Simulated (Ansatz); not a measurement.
digermane cation (Ge2H6), SMILES [GeH3][GeH3] (connectivity only; charge and spin as stated), charge +1, multiplicity 2.

Geometry optimised at B3LYP-D3(BJ)/def2-TZVP. The multiplicity is an assumed one; no other spin state was optimised.

Two levels are set side by side: PBE/def2-SVPD (Ansatz, an electronic-structure program) and PBE0/def2-SVPD (Ansatz). Energy differences of separate SCF runs at the same geometry; the states with an electron removed or added have multiplicity 1 and 1. Differences are taken from unrounded values.

```
quantity                          PBE0    PBE  PBE minus PBE0
-------------------------------  -----  -----  --------------
vertical ionisation energy (eV)  15.26  15.18           -0.08
vertical electron affinity (eV)   8.18   8.21            0.03
```

On these quantities the two levels nearly agree.
